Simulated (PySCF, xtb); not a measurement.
FH2O2STa, SMILES [OH][Ta]([OH])([F])=[S], multiplicity 1. Other conformers were not sampled.

Harmonic wavenumbers (cm⁻¹) from GFN2-xTB run with xtb at its own minimum, in rising order: 86, 103, 142, 146, 171, 315, 364, 384, 431, 450, 476, 538, 578, 3620, 3628.

### Question
What does PBE0-D3(BJ)/def2-SVP (PySCF 2.14.0) give at its own minimum? (An estimate is asked for; the answer gives what the named calculation found.)

### Answer
162, 165, 185, 189, 204, 351, 355, 466, 482, 549, 690, 745, 749, 3942, 3947. Paired by order, the mean absolute difference is 117 cm⁻¹ and the zero-point energies are 16.3 and 18.8 kcal/mol.
